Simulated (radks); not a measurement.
Values are calculated unless marked as measured or tabulated.
Ionisation of the thulium ion Tm+, [Xe] 4f13 6s1, to Tm2+, [Xe] 4f13, under several functionals. Dirac Kohn-Sham, spin-unpolarised, spherical densities, finite nucleus; open shells fill j = l - 1/2 first; a radial shooting solver on a logarithmic mesh with Libxc functionals.

| functional | E(Tm+) (hartree) | Exc (hartree) | IE (eV) | -e(HOMO) (eV) | <r> HOMO (bohr) | IE error (eV) |
|---|---|---|---|---|---|---|
| OLYP | -13585.4440 | -291.9196 | 11.966 | 8.763 | 3.659 | -0.099 |
| LDA (Slater exchange, Perdew-Wang correlation) | -13572.0026 | -278.1814 | 12.309 | 9.439 | 3.542 | +0.244 |
| exchange-only PBE | -13576.4711 | -282.6670 | 11.751 | 8.046 | 0.8217 | -0.314 |
| PBE | -13580.4704 | -286.7288 | 12.098 | 9.164 | 3.587 | +0.033 |
| LDA (Slater exchange, VWN5 correlation) | -13572.0316 | -278.2109 | 12.307 | 9.438 | 3.542 | +0.242 |
| LDA (Slater exchange, Perdew-Zunger correlation) | -13572.0061 | -278.1852 | 12.314 | 9.445 | 3.541 | +0.249 |
| AM05 | -13572.3310 | -278.5169 | 11.949 | 9.111 | 3.583 | -0.116 |

NIST Atomic Spectra Database: 12.07 eV (semi-empirical). Closest: PBE. The Delta-SCF values span 0.56 eV, the total energies 13.44 hartree. The highest occupied level is 6s1/2. Spin polarisation and multiplet splitting are left out, so open shells lie too high by an amount that depends on their filling.

Beside tabulated values, note that spin-unpolarised runs miss the spin-polarisation part of the exchange energy of open shells.
